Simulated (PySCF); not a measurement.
**Where the electron goes**

B2F2H5P.
Cartesian coordinates in Å at the PBE0-D3(BJ)/def2-SVP level; atoms count from 1:
```
atom  x, y, z in Å
F1     2.648   -0.444   -0.087
B2     1.450   -0.051    0.318
F3     1.443    0.425    1.573
B4     0.058   -0.140   -0.647
P5    -1.377    0.581    0.393
H6    -0.284   -1.284   -0.904
H7     0.105    0.563   -1.645
H8    -2.679    0.605   -0.166
H9    -1.259    1.929    0.809
H10   -1.649   -0.039    1.636
```

Method used: PySCF 2.14.0, density-fitted response routines, TDDFT CAM-B3LYP/def2-SVPD, vertical, gas phase, core orbitals frozen in the response.

Kohn–Sham orbitals with the atoms that hold most of them (Löwdin shares over 4%, at most four atoms; ? is withheld):

```
orbital  ε (eV)                            atoms
 HOMO-3  -13.03                   F3 44%, F1 44%
 HOMO-2  -10.78    B4 32%, P5 30%, H6 10%, H7 9%
 HOMO-1  -10.44                                ?
   HOMO   -9.67    B4 35%, B2 24%, F3 10%, F1 9%
   LUMO       ?                                ?
 LUMO+1    1.13  P5 36%, B4 14%, H10 11%, H9 10%
 LUMO+2    1.26   P5 29%, H8 23%, B2 16%, B4 12%
```

Which atoms hold the LUMO, and with what shares?

P5 (bonded to B and 3 H) 27%; B4 (bonded to B, P and 2 H) 17%; H8 (bonded to P) 14%; H9 (bonded to P) 14%. By element: hydrogen 27% or more, phosphorus 27%, boron 17% or more.

Which atoms hold the HOMO-1, and with what shares?

B4 (bonded to B, P and 2 H) 41%; H7 (bonded to B) 20%; H6 (bonded to B) 20%; P5 (bonded to B and 3 H) 9%. By element: boron 41% or more, hydrogen 40% or more, phosphorus 9%.

What is the LUMO energy, and the HOMO–LUMO gap?

ε(LUMO) = 0.56 eV; the gap is 10.23 eV (0.3758 hartree).

How does S1 compare with the orbital gap of 10.23 eV?

S1 is at 7.14 eV (f = 0.022), 3.08 eV below the gap, made of HOMO→LUMO+1 (60%), HOMO→LUMO+4 (34%). Its leading pair isn't HOMO and LUMO; the energies of that pair differ by 10.80 eV. Without the coupling terms of the response equations the lowest excitation would equal the gap.

One configuration dominates each of S2, S6 and S8. Which, and how do the shares of the two leading atoms of either orbital change from the occupied to the empty one?

- S2 (7.39 eV, f 0.0096), HOMO→LUMO (93%): B4 35% → 17%, B2 24% → at most 14%, P5 at most 9% → 27%
- S6 (8.10 eV, f 0.0081), HOMO-1→LUMO (93%): B4 41% → 17%, H7 20% → at most 14%, P5 9% → 27%
- S8 (8.28 eV, f 0.012), HOMO-2→LUMO+1 (87%): B4 32% → 14%, P5 30% → 36%

Time: 63 s of wall time. Hardware: one thread, Arm Neoverse V1 (shared host).

One conformer stands for the species.
